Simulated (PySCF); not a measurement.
Two-component Hartree-Fock for Ce²²⁺ (cerium, charge +22)

Start: [Kr]. Calculated with PySCF 2.14 in an even-tempered Gaussian basis (18 s from 1.5 bohr⁻², ratio 2.8; 14 p from 2 bohr⁻², ratio 2.8; 9 d from 3.5 bohr⁻², ratio 2.8; 4 f from 12 bohr⁻², ratio 3): generalised Hartree-Fock with the X2C-1e Hamiltonian and a Gaussian nucleus; spin-orbit coupling (SO) screened by Boettger's factors.

```json
{"spinor shell": "1s1/2", "electrons": "2", "ε, screened SO (eV)": "-41271.5", "weight of nominal j (screened SO)": "1.000", "rms radius, screened SO (bohr)": "0.0281"}
{"spinor shell": "2s1/2", "electrons": "2", "ε, screened SO (eV)": "-7246.5", "weight of nominal j (screened SO)": "1.000", "rms radius, screened SO (bohr)": "0.114"}
{"spinor shell": "2p1/2", "electrons": "2", "ε, screened SO (eV)": "-6864.3", "weight of nominal j (screened SO)": "1.000", "rms radius, screened SO (bohr)": "0.0978"}
{"spinor shell": "2p3/2", "electrons": "4", "ε, screened SO (eV)": "-6413.5", "weight of nominal j (screened SO)": "1.000", "rms radius, screened SO (bohr)": "0.104"}
{"spinor shell": "3s1/2", "electrons": "2", "ε, screened SO (eV)": "-2071.4", "weight of nominal j (screened SO)": "1.000", "rms radius, screened SO (bohr)": "0.295"}
{"spinor shell": "3p1/2", "electrons": "2", "ε, screened SO (eV)": "-1909.9", "weight of nominal j (screened SO)": "1.000", "rms radius, screened SO (bohr)": "0.286"}
{"spinor shell": "3p3/2", "electrons": "4", "ε, screened SO (eV)": "-1817.2", "weight of nominal j (screened SO)": "1.000", "rms radius, screened SO (bohr)": "0.297"}
{"spinor shell": "3d3/2", "electrons": "4", "ε, screened SO (eV)": "-1538.0", "weight of nominal j (screened SO)": "1.000", "rms radius, screened SO (bohr)": "0.269"}
{"spinor shell": "3d5/2", "electrons": "6", "ε, screened SO (eV)": "-1518.2", "weight of nominal j (screened SO)": "1.000", "rms radius, screened SO (bohr)": "0.272"}
{"spinor shell": "4s1/2", "electrons": "2", "ε, screened SO (eV)": "-843.60", "weight of nominal j (screened SO)": "1.000", "rms radius, screened SO (bohr)": "0.627"}
{"spinor shell": "4p1/2", "electrons": "2", "ε, screened SO (eV)": "-772.51", "weight of nominal j (screened SO)": "1.000", "rms radius, screened SO (bohr)": "0.643"}
{"spinor shell": "4p3/2", "electrons": "4", "ε, screened SO (eV)": "-747.48", "weight of nominal j (screened SO)": "1.000", "rms radius, screened SO (bohr)": "0.666"}
```

```tsv
quantity	screened SO
E (hartree)	-8650.59881
M_J	0
⟨J²⟩	0.000
⟨L²⟩	0.028
⟨S²⟩	0.028
```

Breit and QED terms are absent; they matter most for the inner s and p1/2 levels.

Densities and radii are taken from the X2C orbitals without a picture-change correction, which distorts them close to the nucleus.
